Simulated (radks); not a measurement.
Values are calculated unless marked as measured or tabulated.
Question: The table gives one normalised radial function P(r) = r R(r) (large component) of Dy8+ in [Kr] 4d10 4f8 5s2 5p2 (r in bohr). Code: a radial shooting solver on a logarithmic mesh with Libxc functionals. Model: Dirac Kohn-Sham, LDA (Slater exchange, Perdew-Wang correlation), spin-unpolarised, spherical densities, point nucleus; open shells are shared between the two j in proportion to 2j + 1.

| r | P |
|---|---|
| 0.003417 | 0.0000 |
| 0.003914 | 0.0000 |
| 0.004485 | 0.0000 |
| 0.005138 | 0.0000 |
| 0.005886 | 0.0000 |
| 0.006744 | 0.0000 |
| 0.007726 | 0.0000 |
| 0.008852 | 0.0000 |
| 0.01022 | 0.0000 |
| 0.01171 | 0.0001 |
| 0.01342 | 0.0001 |
| 0.01537 | 0.0002 |
| 0.01761 | 0.0003 |
| 0.02018 | 0.0005 |
| 0.02312 | 0.0008 |
| 0.02649 | 0.0013 |
| 0.03035 | 0.0022 |
| 0.03477 | 0.0035 |
| 0.03983 | 0.0056 |
| 0.04563 | 0.0088 |
| 0.05228 | 0.0138 |
| 0.06038 | 0.0219 |
| 0.06917 | 0.0333 |
| 0.07925 | 0.0499 |
| 0.0908 | 0.0736 |
| 0.104 | 0.1067 |
| 0.1192 | 0.1517 |
| 0.1365 | 0.2111 |
| 0.1564 | 0.2870 |
| 0.1792 | 0.3808 |
| 0.2053 | 0.4918 |
| 0.2352 | 0.6172 |
| 0.2695 | 0.7510 |
| 0.3088 | 0.8843 |
| 0.3566 | 1.0120 |
| 0.4086 | 1.1070 |
| 0.4681 | 1.1661 |
| 0.5363 | 1.1823 |
| 0.6144 | 1.1540 |
| 0.7039 | 1.0847 |
| 0.8064 | 0.9812 |
| 0.9239 | 0.8527 |
| 1.059 | 0.7094 |
| 1.213 | 0.5619 |
| 1.389 | 0.4204 |
| 1.592 | 0.2941 |
| 1.838 | 0.1847 |
| 2.106 | 0.1080 |
| 2.413 | 0.0565 |
| 2.765 | 0.0259 |
| 3.167 | 0.0102 |
| 3.629 | 0.0034 |
| 4.157 | 0.0009 |

Which n and l does it have? It may be an empty orbital.

Answer: n = 4, l = 3: the number of nodes gives n - l - 1 = 0, the rise at small r points to l (this Dirac orbital starts as r^gamma with gamma = sqrt((l + 1)^2 - (Z/c)^2) = 3.97; the j = 7/2 orbital of l + 1 starts with the same power, but with a smaller coefficient, and then steepens), and the extent must fit the shell. The curve is that of 4f7/2; the two j differ most near the nucleus, where j = l - 1/2 has the larger amplitude, and in heavy atoms j = l - 1/2 is also the more compact. 4f7/2: eigenvalue -126.18 eV, 0 radial nodes, <r> = 0.724 bohr, 90 % of the charge inside 1.18 bohr.
